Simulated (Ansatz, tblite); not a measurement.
Cost and result up the ladder for B7P7H20, a nanocrystal cut from zinc blende BP (hydrogen-capped) (34 atoms). Charge 0, multiplicity 1. Geometry: PBE-D4/def2-SVP.

Cartesian coordinates in Å:
```
B 0.530 1.528 2.554
B -2.242 -0.925 -1.746
B -0.920 -1.076 1.264
B -0.745 1.693 -0.429
B 2.482 1.725 -0.056
B 1.023 -0.880 -1.335
B 2.306 -1.058 1.643
P -2.177 1.023 -1.551
P -0.893 0.892 1.366
P 2.185 0.901 1.702
P -2.346 -1.638 0.076
P -0.479 -1.450 -2.421
P 0.816 -1.597 0.489
P 0.986 1.082 -1.148
H 0.355 0.983 3.638
H 0.468 2.752 2.556
H -3.156 -1.303 -2.458
H -1.074 -1.572 2.369
H -0.791 2.911 -0.371
H 2.377 2.945 0.002
H 3.507 1.302 -0.577
H 2.070 -1.254 -1.837
H 2.093 -1.549 2.746
H 3.334 -1.422 1.085
H -3.472 1.454 -1.120
H -2.164 1.586 -2.867
H -2.179 1.281 1.869
H 3.257 1.344 2.537
H -3.648 -1.332 0.584
H -2.458 -3.061 -0.025
H -0.505 -2.864 -2.636
H -0.388 -1.003 -3.778
H 0.777 -3.024 0.352
H 1.071 1.609 -2.479
```

Ansatz on 2 threads of AMD EPYC 7R13 on a shared host and a share (18 GiB) of an NVIDIA H100 80GB HBM3; xTB runs through tblite on one thread. Times are rough, summed over both states, and most runs start from the orbitals of an earlier one. PBE0-D4/def2-TZVP serves as the yardstick here, not as an exact answer. The other state is a triplet.

The xTB rows come from tblite. Single mean-field runs in def2-TZVP are fitted with def2-universal-jkfit. HOMO above LUMO, or a gap near zero within one spin, warns that the state may not be the lowest or that an electron is smeared out.

xTB has no spin-polarisation term.

```json
{"level": "GFN2-xTB", "functions": "111", "wall time": "0.14 s", "vertical triplet (eV)": "3.86", "difference from PBE0-D4/def2-TZVP (eV)": "-1.21", "remarks": "–"}
{"level": "GFN1-xTB", "functions": "131", "wall time": "0.21 s", "vertical triplet (eV)": "4.94", "difference from PBE0-D4/def2-TZVP (eV)": "-0.13", "remarks": "–"}
{"level": "PBE-D4/def2-TZVP (with forces)", "functions": "596", "wall time": "15 s", "vertical triplet (eV)": "4.42", "difference from PBE0-D4/def2-TZVP (eV)": "-0.66", "remarks": "gap within one spin near zero (triplet)"}
{"level": "PBE0-D4/def2-TZVP (with forces)", "functions": "596", "wall time": "21 s", "vertical triplet (eV)": "5.07", "difference from PBE0-D4/def2-TZVP (eV)": "0.00", "remarks": "–"}
```
